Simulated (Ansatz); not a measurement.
Start from `[NH2][Mo](=[O])(=[S])[Cl]` and change one atom or group to get `[O]=[Mo]([OH])(=[S])[Cl]`.

Ansatz, PBE0-D4/def2-TZVP geometries, multiplicity 1. Each molecule was computed in one conformer, which needn't be the lowest.

Elements past krypton have def2 core potentials.

```
                                      property  `[NH2][Mo](=[O])(=[S])[Cl]`
          HOMO–LUMO gap (PBE0/def2-TZVPP) / eV                         4.79
zero-point energy (PBE0-D4/def2-TZVP) / kJ/mol                         84.7
         HOMO energy (ωB97M-V/def2-TZVPP) / eV                        -9.97
             LUMO energy (PBE/def2-TZVPP) / eV                        -3.72
            LUMO energy (PBE0/def2-TZVPP) / eV                        -3.06
           HOMO–LUMO gap (PBE/def2-TZVPP) / eV                         2.89
```

(1) Give the same properties after the change, and the shifts. (Best estimate.)

Answers

(1) The calculation gave: 
| property | `[O]=[Mo]([OH])(=[S])[Cl]` | shift |
| --- | --- | --- |
| HOMO–LUMO gap (PBE0/def2-TZVPP) / eV | 4.79 | 0.00 |
| zero-point energy (PBE0-D4/def2-TZVP) / kJ/mol | 52.4 | -32.3 |
| HOMO energy (ωB97M-V/def2-TZVPP) / eV | -10.25 | -0.28 |
| LUMO energy (PBE/def2-TZVPP) / eV | -3.98 | -0.26 |
| LUMO energy (PBE0/def2-TZVPP) / eV | -3.35 | -0.29 |
| HOMO–LUMO gap (PBE/def2-TZVPP) / eV | 2.90 | 0.01 |

The zero-point energy changes by -32.3 kJ/mol with -3 modes.
